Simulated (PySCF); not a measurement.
Computed shifts of a molecule C3H8OSi2, KT2/pcSseg-1 (PySCF), GIAO, gas phase, equivalent atoms averaged, in ppm (number of nuclei): ²⁹Si: -47.0 (1), -63.3 (1). ¹³C: 106.7 (1), 79.5 (1), 5.0 (1). ¹H: 5.47 (1), 5.22 (1), 4.28 (3), 2.29 (2), 0.78 (1). References: ¹⁷O against H2O (σ = 330.4 ppm); ²⁹Si against TMS (σ = 361.9 ppm); ¹³C against TMS (σ = 185.1 ppm); ¹H against TMS (σ = 31.47 ppm), references at their B3LYP-D3(BJ)/def2-TZVP geometries, non-relativistic. Geometry optimised at B3LYP-D3(BJ)/def2-SVP. The values are those of a single conformer.

Task: Which structure fits?
A. OC[SiH2]C#C[SiH3]
B. O[SiH2]C#CC[SiH3]
C. C=C1[SiH2]C[Si@@H]1O
D. [SiH3][C@@H]1C=C[SiH2]O1

Result: B, O[SiH2]C#CC[SiH3]
